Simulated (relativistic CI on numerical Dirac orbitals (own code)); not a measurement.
# Radial parameters of Br²⁴⁺

These numbers are calculated, not measured: Dirac-Coulomb-Breit CI, orbitals from a KLI potential per configuration, a model potential for QED, unscaled Slater integrals (own radial code, finite nucleus).

Slater integrals F^k, G^k are unscaled and averaged over j, outside the closed core [Ne]; ζ comes from projecting the Hamiltonian with its Breit term on Σ l·s of the shell.

- 3p: ζ(3p) = 60499 cm⁻¹; <r>(3p) = 0.4453, <r^2>(3p) = 0.2284 (bohr units).
- 3d: ζ(3d) = 6657.4 cm⁻¹; <r>(3d) = 0.3962, <r^2>(3d) = 0.1809 (bohr units).
- 4p: ζ(4p) = 24125 cm⁻¹; <r>(4p) = 0.8469, <r^2>(4p) = 0.8142 (bohr units).

Averages of the first 10 configurations, taken without configuration mixing, which lowers the lowest level and can move excited configurations by several eV; other configurations of the list can lie among them:

| Configuration | Parity | States | Average energy above the lowest level (eV) |
| --- | --- | --- | --- |
| 3s | even | 2 | 0.0 |
| 3p | odd | 6 | 61.7 |
| 3d | even | 10 | 139.1 |
| 4s | even | 2 | 517.7 |
| 4p | odd | 6 | 542.8 |
| 4d | even | 10 | 571.8 |
| 4f | odd | 14 | 585.4 |
| 5s | even | 2 | 743.7 |
| 5p | odd | 6 | 756.2 |
| 5d | even | 10 | 770.4 |
